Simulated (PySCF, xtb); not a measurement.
Si(OMe)(SH) (CH4OSSi), SMILES S[Si]OC (connectivity only; charge and spin as stated), neutral, multiplicity 1.

GFN2-xTB (xtb) at its own geometry gives an orbital gap of 2.73 eV and a dipole moment of 3.39 D.

Geometry: ωB97X-D3(BJ)/def2-SVP. One conformer was computed; it need not be the lowest.

What does B3LYP/def2-TZVP in PySCF give? (The exact figures need the calculation; the answer reports its results.)

gap 4.73 eV (levels -6.53 and -1.81 eV), dipole 1.56 D.
